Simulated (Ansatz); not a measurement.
Process, species as SMILES: Cl[Se] (Cl-Se) → Cl atom + Se atom
B3LYP-D3(BJ)/def2-TZVP geometries, fixed; electronic energies without zero-point terms.
Largest species:
```
Se
Cl 1 2.1470
```
Charge 0, spin multiplicity 2.

Energies in hartree at wB97M-V with Ansatz (a quantum-chemistry and plane-wave program); the atomisation energy is their sum with the coefficients shown, times 627.509 kcal/mol a hartree. All functions are spherical. The program fits the integrals of some runs and decomposes those of others, by size. Open shells are unrestricted. The functional holds VV10 correlation; no added dispersion term, no relativity.

```tsv
species	coefficient	part	cc-pV(D+d)Z	cc-pV(T+d)Z	cc-pV(Q+d)Z
Cl[Se] (Cl-Se)	-1	wB97M-V	-2861.54632	-2861.63882	-2861.64568
Cl atom	+1	wB97M-V	-460.11785	-460.13357	-460.13722
Se atom	+1	wB97M-V	-2401.33078	-2401.40274	-2401.40520
```

### Question
Predict the atomisation energy in cc-pV(5+d)Z (X = 5): let each wB97M-V step shrink by the ratio of the last two. Compare with the run.

### Answer

- Cl[Se] (Cl-Se): steps -0.09250 and -0.00686, ratio 0.074, so wB97M-V -2861.64619 (run: -2861.64968).
- Cl atom: steps -0.01572 and -0.00365, ratio 0.232, so wB97M-V -460.13807 (run: -460.13830).
- Se atom: steps -0.07196 and -0.00246, ratio 0.034, so wB97M-V -2401.40528 (run: -2401.40803).
Predicted 64.53 kcal/mol; the run in cc-pV(5+d)Z gives 64.85, a miss of -0.32. Keeping the value in cc-pV(Q+d)Z, 64.80, would miss by -0.06. All sums are of the energies as printed.
